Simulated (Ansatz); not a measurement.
`CB([SiH3])S` + CH₃NH₂ → `CNB(C)[SiH3]` + H₂S at 500 K and 1 bar (ligand exchange at a B–S bond).

Calculated with Ansatz (gas phase, PBE0-D4/def2-TZVP geometries, no zero-point term in ΔE). CCSD(T)/CBS is the MP2 limit (def2-TZVPP, def2-QZVPP) plus CCSD(T) − MP2 in def2-TZVPP, frozen cores. This one scheme is used for every species. Each species was taken in one conformer, which may not be the lowest.

```csv
species,CCSD(T)/CBS energy (Eh),H − E (kJ/mol),S (J/(mol·K))
`CB([SiH3])S`,-753.93554,245.4,419.5
CH₃NH₂,-95.75281,191.8,270.3
`CNB(C)[SiH3]`,-450.73419,374.9,455.8
H₂S,-398.97279,57.0,224.0
```

H − E and S are ideal-gas, rigid-rotor, harmonic terms from PBE0-D4/def2-TZVP, for one conformer and one mirror image of each species. 1 Eh = 2625.50 kJ/mol, R = 8.31446 J/(mol·K).

Q: By hand: ΔE, ΔH, ΔS and ΔG.

A: ΔE = (-450.73419) + (-398.97279) − (-753.93554) − (-95.75281) = -0.01863 Eh = -48.9 kJ/mol. Δ(H − E) = 374.9 + 57.0 − 245.4 − 191.8 = -5.3, so ΔH = -54.2 kJ/mol. ΔS = 455.8 + 224.0 − 419.5 − 270.3 = -10.0 J/(mol·K). ΔG = -54.2 − 500 × (-10.0)/1000 = -49.2 kJ/mol.

Q: By hand: the equilibrium constant, and the temperature at which ΔG would vanish if ΔH and ΔS stayed fixed.

A: log₁₀ K = −ΔG/(RT ln 10) = 5.1. ΔG = 0 at ΔH/ΔS = 5420 K, far beyond where these terms or the molecules hold.

The number of gas molecules stays the same, so ΔS is small and ΔH decides. A doubt of 5 kJ/mol in ΔE shifts log₁₀ K by 0.5 here. Other conformers and mirror images would add mixing entropy, several J/(mol·K) or more a flexible species. Modes under 60 cm⁻¹, often nearly free rotors, make the harmonic entropy too high. These are equilibria of isolated gas molecules and say nothing of rates. Largest T1 diagnostic: 0.014 (customary marks: 0.02 for closed shells, 0.045 for open ones).
